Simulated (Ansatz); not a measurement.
A nudged elastic band was laid between two geometries of C₃H₁₀BFSi (16 atoms, charge 0, multiplicity 1).

Method: Ansatz, RKS B3LYP-D4/def2-SVP.

```json
{"movable images": "7", "climbing image": "yes", "spring": "5.0 eV/Å²", "optimiser": "quadratic models (default)", "start path": "through a guess of the saddle point", "force threshold": "0.03 eV/Å", "iteration limit": "50", "end points": "relaxed"}
```

First end point:

```xyz
16
Properties=species:S:1:pos:R:3
B -1.581 -0.689 0.167
C -0.209 -0.068 0.464
F -0.227 0.854 1.540
Si 0.738 -1.602 1.228
C 0.617 0.532 -0.679
C -0.003 1.822 -1.220
H -1.683 -1.419 -0.788
H -2.504 -0.550 0.927
H 1.086 -2.594 0.172
H 1.975 -1.033 1.827
H -0.080 -2.257 2.285
H 0.699 -0.220 -1.482
H 1.643 0.738 -0.327
H -0.135 2.553 -0.408
H 0.636 2.279 -1.992
H -0.993 1.631 -1.668
```

Last end point:

```xyz
16
Properties=species:S:1:pos:R:3
B -1.581 -0.685 0.169
C -0.208 -0.067 0.466
F -0.224 0.856 1.542
Si 0.737 -1.603 1.226
C 0.618 0.533 -0.677
C -0.005 1.820 -1.223
H -2.503 -0.544 0.929
H -1.685 -1.416 -0.786
H 1.086 -2.592 0.168
H 1.975 -1.038 1.829
H -0.081 -2.263 2.281
H 0.705 -0.220 -1.478
H 1.642 0.743 -0.323
H -0.142 2.552 -0.412
H 0.635 2.277 -1.994
H -0.993 1.624 -1.673
```

Question: Which bonds break or form, and what moves?

Answer: No bond is made or broken. The dihedral H7–B1–C2–Si4 goes from -76 to 98°. The two ends are copies of one structure, up to a mirror image or an exchange of like atoms.

Question: Give the energies along the band, and the barrier.

Answer: It converged. The highest image is number 4 of 0 to 8, 34.4 kJ/mol above the ends, which have the same energy within 2 meV. A vibrational analysis at the climbing image gives one clearly imaginary mode, 195i cm⁻¹: a first-order saddle point.

```json
{"image": "0", "path coordinate (Å)": "0.00", "energy (kJ/mol)": "0.0", "dihedral H7–B1–C2–Si4 (°)": "-76"}
{"image": "1", "path coordinate (Å)": "0.61", "energy (kJ/mol)": "3.7", "dihedral H7–B1–C2–Si4 (°)": "-60"}
{"image": "2", "path coordinate (Å)": "1.23", "energy (kJ/mol)": "14.6", "dihedral H7–B1–C2–Si4 (°)": "-38"}
{"image": "3", "path coordinate (Å)": "1.84", "energy (kJ/mol)": "28.6", "dihedral H7–B1–C2–Si4 (°)": "-16"}
{"image": "4", "path coordinate (Å)": "2.45", "energy (kJ/mol)": "34.4", "dihedral H7–B1–C2–Si4 (°)": "5"}
{"image": "5", "path coordinate (Å)": "3.12", "energy (kJ/mol)": "33.5", "dihedral H7–B1–C2–Si4 (°)": "30"}
{"image": "6", "path coordinate (Å)": "3.78", "energy (kJ/mol)": "24.3", "dihedral H7–B1–C2–Si4 (°)": "55"}
{"image": "7", "path coordinate (Å)": "4.45", "energy (kJ/mol)": "6.1", "dihedral H7–B1–C2–Si4 (°)": "79"}
{"image": "8", "path coordinate (Å)": "5.11", "energy (kJ/mol)": "0.0", "dihedral H7–B1–C2–Si4 (°)": "98"}
```

Question: What is the geometry of the highest image?

Answer: 
```xyz
16
Properties=species:S:1:pos:R:3
B -1.656 -0.624 0.110
C -0.142 -0.235 0.404
F -0.486 0.689 1.477
Si 0.868 -1.617 1.250
C 0.649 0.521 -0.662
C -0.032 1.776 -1.212
H -2.117 -1.672 0.488
H -2.380 0.181 -0.416
H 1.109 -2.706 0.255
H 2.178 -1.085 1.724
H 0.100 -2.164 2.402
H 0.860 -0.192 -1.481
H 1.633 0.797 -0.244
H -0.306 2.453 -0.390
H 0.647 2.316 -1.889
H -0.949 1.539 -1.772
```

Question: What are the harmonic wavenumbers there?

Answer: 195i, 79, 153, 183, 210, 235, 265, 289, 342, 389, 615, 634, 651, 761, 806, 886, 926, 948, 955, 976, 1004, 1015, 1080, 1118, 1183, 1244, 1315, 1370, 1397, 1447, 1468, 1483, 2214, 2227, 2244, 2582, 2678, 3014, 3044, 3054, 3124, 3135 cm⁻¹.

The run took 8.5 min on 2 threads of Arm Neoverse V2 (shared host), peak memory 0.42 GiB.
